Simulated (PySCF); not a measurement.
# OsF from Hartree–Fock to correlated methods

State: ⁴Δ (quartet), unpaired electrons π ↑↑, δ ↑. Set-up: PySCF, scalar-relativistic core potentials, basis sets Os def2-TZVPP with ECP60, F def2-TZVPP. De refers to Os (5d6 6s2) + F in their high-spin ground configurations, without counterpoise correction. The functionals are run spin-unrestricted. A positive dipole means Os(−)F(+).

```
       Level  Re (Å)  ωe (cm⁻¹)  De (eV)  μ (D)
        ROHF   1.837        659      n/a  -4.05
    ROHF-MP2   1.800        737      n/a    n/a
ROHF-SCS-MP2   1.809        725      n/a    n/a
         LDA   1.784        756      n/a  -1.93
         PBE   1.816        698      n/a  -2.21
      r²SCAN   1.809        715      n/a  -2.43
       B3LYP   1.820        694      n/a  -2.63
        PBE0   1.808        708      n/a  -2.73
       B97-3   1.819        685      n/a  -2.73
        MN15   1.796        741      n/a  -2.54
     ωB97M-V   1.820        685      n/a  -2.90
```

The bond length runs from 1.784 Å (LDA) to 1.837 Å (ROHF).

Correlated steps freeze 1 core orbital. De is left out where the level can put another filling of the metal’s s and d shells below the measured ground configuration, by anything from nothing to about 1 eV. These are scalar-relativistic numbers at best; spin–orbit coupling would shift them, the dissociation energy most. UHF is strongly spin-contaminated for OsF, so the ROHF reference used there is far from stable. With d or f electrons several states lie close, and the lowest PBE0 determinant need not be the measured ground state.

The whole job (state search and all levels along the bond) took about 7.5 min on 1 thread of Intel Xeon Platinum 8375C @ 2.90GHz (shared host), peak memory 2.5 GiB.
